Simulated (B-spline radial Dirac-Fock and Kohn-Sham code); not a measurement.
## Elastic and transport cross sections of bismuth for electrons

The computed values come from an atomic code on a B-spline grid: relativistic (Dirac) partial waves in the static field of the Dirac-Fock atom with Furness-McCarthy exchange, without polarisation or absorption potentials. σ_tr1 and σ_tr2 weight the cross section with 1 − P₁ and 1 − P₂ of cos θ; "backward" is the share scattered beyond 90°.

```tsv
energy (eV)	σ (a₀²)	σ_tr1 (a₀²)	σ_tr2 (a₀²)	σ/σ_tr1	backward (%)
16600	2.56	0.0836	0.144	30.6	0.90
19000	2.36	0.0686	0.121	34.4	0.78
20000	2.29	0.0636	0.113	36.0	0.73
21700	2.18	0.0564	0.102	38.7	0.67
23400	2.08	0.0505	0.0923	41.3	0.61
23700	2.07	0.0495	0.0907	41.8	0.60
27300	?	?	?	?	?
28700	1.84	0.0372	0.0703	49.5	0.48
30000	1.79	0.0348	0.0663	51.5	0.46
32400	1.71	0.0311	0.0597	55.1	0.42
```

Question: Fill in the row for 27.3 keV.

Answer: σ = 1.90 a₀², σ_tr1 = 0.0401 a₀², σ_tr2 = 0.0752 a₀², σ/σ_tr1 = 47.3, backward 0.51 %. The ratio σ/σ_tr1 is roughly the number of elastic collisions that randomise the direction.
